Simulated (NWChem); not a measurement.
Species: SiH4S; SMILES S[SiH3]

```xyz
6

Si     0.0036     0.9925    -0.0003
S      0.0790    -1.1550    -0.0012
H     -0.6811     1.5259     1.2150
H      1.4286     1.4267    -0.0061
H     -0.6913     1.5261    -1.2097
H     -1.2623    -1.3195     0.0016
```
Atoms are numbered in this order, from 1.

Computed with NWChem. Geometry optimised at PBE0/def2-SVP; all other runs use it. 

```csv
quantity,level,value
"anisotropy (bohr³), static",B3LYP/def2-SVPD,___
solvation free energy (kcal/mol) in water,"PBE0/def2-SVP, SMD",0.0
"vertical ionisation energy, ΔSCF (eV)",PBE/def2-SVP,___
"vertical, lowest excitation, singlet (eV)","B3LYP/def2-SVPD, TDA",___
dipole (D),PBE0/def2-SVP,1.21
highest harmonic frequency (cm⁻¹),PBE0/def2-SVP,2714
```

Question: What belongs in the gaps?

Answer: 
- anisotropy (bohr³), static, value: 14.5
- vertical ionisation energy, ΔSCF (eV), value: 9.67
- vertical, lowest excitation, singlet (eV), value: 5.78
